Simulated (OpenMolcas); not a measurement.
V2+, Nb2+, Ta2+: d³ down the group

| Item | Value |
| --- | --- |
| Program | OpenMolcas 26.06 |
| Method | CASSCF |
| Basis | ANO-RCC-VTZP |
| Scalar Hamiltonian | DKH2, point nucleus |
| Spin-orbit coupling | state interaction with AMFI integrals over the reference wave functions, term energies averaged over their components |

Active space for each ion: 3 electrons in 5 orbitals (d).

Computed levels in cm-1 above ⁴F_3/2:

```
                               Level    V2+   Nb2+   Ta2+
                              ⁴F_5/2    153    503   2322
                              ⁴F_7/2    365   1164   4790
                              ⁴F_9/2    631   1946   7109
                              ⁴P_1/2  14866  11237  12488
                              ⁴P_3/2  14940  11341  11679
                              ²G_7/2  15007  12020  14602
                              ⁴P_5/2  15112  12037  15836
                              ²P_1/2  19826  15670  19209
                              ²P_3/2  19932  15546  24651
weight of ⁴F in the lowest level (%)    100    100     94
```

Mixed levels, with the weight of the term that names them: Nb2+ ²P_3/2 (58 %), Ta2+ ⁴P_3/2 (61 %), Ta2+ ²P_3/2 (58 %).

Measured, with the error of the calculation in %. Measured levels: V2+ from Sugar and Corliss, J. Phys. Chem. Ref. Data 7, 1191 (1978); Nb2+ from the list in Shadmi, J. Res. Natl. Bur. Stand. 70A, 435 (1966).

| Level | V2+ | Nb2+ |
| --- | --- | --- |
| ⁴F_5/2 | 146 (+5.4) | 516 (-2.4) |
| ⁴F_7/2 | 342 (+6.8) | 1177 (-1.1) |
| ⁴F_9/2 | 584 (+8.1) | 1939 (+0.4) |
| ⁴P_1/2 | 11514 (+29.1) | 8664 (+29.7) |
| ⁴P_3/2 | 11592 (+28.9) | 8608 (+31.8) |
| ²G_7/2 | 11966 (+25.4) | 9236 (+30.1) |
| ⁴P_5/2 | 11770 (+28.4) | 9594 (+25.5) |
| ²P_1/2 | 15580 (+27.3) |  |
| ²P_3/2 | 15550 (+28.2) |  |

The fine-structure level ⁴F_9/2 changes by a factor of 11.3 from V2+ to Ta2+.

Without spin-orbit coupling ⁴P lies 14659, 10620, 10200 cm-1 above ⁴F in that order; the difference to the level ⁴P_1/2, of either sign, comes from spin-orbit coupling, which also lowers the zero.

Without dynamic correlation excited terms often stand tens of per cent too high (terms of higher spin than the ground term too low), and those without a measured partner can miss by more than the paired ones. Levels of configurations with an s electron are missing; early in the row they begin among the upper levels of the d shell and mix with terms of their name (holds for Nb2+). Configurations with an s electron lie low in 5d ions of this charge, fall among these levels and mix in, so low-spin terms can stand far too high, up to twice their true height, and weights are not those of the real levels (holds for Ta2+). Measured partners are found by configuration, term and J. A level has none where our copy of the source lacks it or the pairing is in doubt (some pairs that miss far off the trend of their configuration count as doubtful), and it then counts in no deviation. Only configurations of the active space appear.
